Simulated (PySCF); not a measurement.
**Unknown compound**

An unknown has the formula C₇H₁₅B. Its calculated NMR data are:

$^{1}$H NMR (300 MHz, computed): δ 7.48 (br, 1H), 1.99 (m, 1H), 1.76 (m, 1H), 1.61 (m, 1H), 1.49 (m, 1H), 1.40 (m, 1H), 1.25 (m, 1H), 1.22 (m, 1H), 1.00 (d, 3H), 0.71 (d, 3H), 0.65 (m, 1H).

$^{13}$C{$^{1}$H} NMR (computed): δ 34.2 (CH), 33.7 (CH), 31.4 (CH2), 28.4 (CH2), 26.6 (CH2), 21.9 (CH3), 5.1 (CH3).

Relativity neglected, one computed conformer, in vacuum, averaged over atoms made equivalent by symmetry, fast rotation or ring inversion. GIAO PBE0/pcSseg-1 shieldings; geometry from PBE0-D3(BJ)/def2-SVP; PySCF 2.14.0 with density-fitted response routines.

Chemical shifts δ = σref − σ; $^{1}$H (σref 31.27), $^{13}$C (σref 184.41) against TMS, all at this level.

Question: Propose a structure and justify it.

Answer: 
- 7 carbon signals for 7 carbons: no two carbons are equivalent.
- Carbon types of the structure: 2 × CH, 3 × CH2, 2 × CH3, leaving 1 H on heteroatoms.
- δC 34.2: sp3 CH in a ring; a saturated carbon with 3 carbon neighbours and no heteroatom attached.
- δC 33.7: sp3 CH bonded to B.
- δC 31.4, 26.6: sp3 CH2 in a ring; aliphatic region, no heteroatom directly attached.
- δC 21.9, 5.1: methyl carbon; aliphatic region, no heteroatom directly attached.
- δH 7.48: hydrogen on a boron bonded to 2 C, in a 6-membered ring.
- δH 1.49: hydrogen on an sp3 CH in a ring.
- δH 1.00, 0.71: hydrogen on a methyl carbon.

These data were computed for `InChI=1S/C7H15B/c1-6-4-3-5-8-7(6)2/h6-8H,3-5H2,1-2H3/t6-,7-/m0/s1`.

The shifts were computed for this structure.

Hydrogens on boron are broadened and split by $^{11}$B (spin 3/2, 80 %) and 10B (spin 3). A carbon bonded to boron is broadened by the quadrupolar boron nucleus and is often missing from a measured spectrum. Shifts are as computed. Against solution values, carbons near 30 ppm lie about +2 ppm off and those near 130 ppm about +5 ppm. Of 1309 compounds with measured shifts, 239 miss one by over three times the rms of a fit or turn the order of signals round; such compounds aren't used in these exercises. Multiplicities follow the n + 1 count of equivalent neighbours, as no J values were calculated; m marks all less simple cases, F and P coupling included.
